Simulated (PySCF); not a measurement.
Cartesian coordinates in Å; atom numbers follow the order of the lines, from 1:
```xyz
17

C    -3.7479    0.4053   -0.1631
O    -2.3628    0.5289   -0.1036
Si   -1.2476   -0.6495   -0.0493
C     0.3294    0.3542    0.0137
C     1.5446   -0.1980    0.0666
C     2.7697    0.5579    0.1136
C     4.0022    0.0513    0.1686
Cl    4.3438   -1.6313    0.1925
H    -4.1773    1.4076   -0.1872
H    -4.1303   -0.1280    0.7107
H    -4.0537   -0.1376   -1.0608
H    -1.3219   -1.5105   -1.2380
H    -1.4231   -1.4990    1.1372
H     0.2585    1.4353    0.0068
H     1.6437   -1.2744    0.0758
H     2.6765    1.6360    0.1035
H     4.8894    0.6636    0.2033
```

PySCF calculation with structure optimised with GFN2-xTB and shielding tensors at PBE0/pcSseg-1 (GIAO); no solvent model, rapidly exchanging positions averaged, relativity neglected, a single conformation.

References, each an isolated molecule treated in the same way: TMS for $^{13}$C (σref 186.93) and $^{1}$H (σref 31.72) and $^{29}$Si (σref 349.16); H2O for $^{17}$O (σref 336.08); HCl for $^{35}$Cl (σref 949.78).

| atoms | nucleus | count | δ (ppm) |
| --- | --- | --- | --- |
| H9/H10/H11 | $^{1}$H | 3 | ? |
| H14 | $^{1}$H | 1 | 6.22 |
| O2 | $^{17}$O | 1 | -4.1 |
| C4 | $^{13}$C | 1 | 141.5 |
| Cl8 | $^{35}$Cl | 1 | ? |
| C1 | $^{13}$C | 1 | ? |
| H17 | $^{1}$H | 1 | 6.14 |
| Si3 | $^{29}$Si | 1 | -26.8 |
| C6 | $^{13}$C | 1 | 139.7 |
| C7 | $^{13}$C | 1 | 133.2 |
| C5 | $^{13}$C | 1 | 147.4 |
| H16 | $^{1}$H | 1 | 6.42 |
| H12/H13 | $^{1}$H | 2 | 5.25 |
| H15 | $^{1}$H | 1 | ? |

Question: Complete the table.

Answer: 
- C1: 54.1 ppm, methyl carbon bonded to O; pulled downfield by the heteroatom
- H15: 7.19 ppm, hydrogen on an alkene CH; a vinylic proton, deshielded by the sp2 carbon and the C=C anisotropy
- H9/H10/H11: 3.86 ppm, hydrogen on a methyl carbon bonded to O; its carbon carries O, hence the downfield position
- Cl8: 192 ppm, chlorine bonded to C

Carbons that carry Cl, above all several Cl atoms, come out too deshielded, partly because spin–orbit coupling is missing. Shifts are as computed. Against solution values, carbons near 30 ppm lie about +3 ppm off and those near 130 ppm about +5 ppm; carbons on Cl a further +6 ppm. Of 1211 compounds with measured shifts, 218 miss one by over three times the rms of a fit or turn the order of signals round; such compounds aren't used in these exercises. Experimental scales use liquid or dissolved standards, which lie at an offset from isolated H2O (liquid H2O: subtract about 36 ppm).
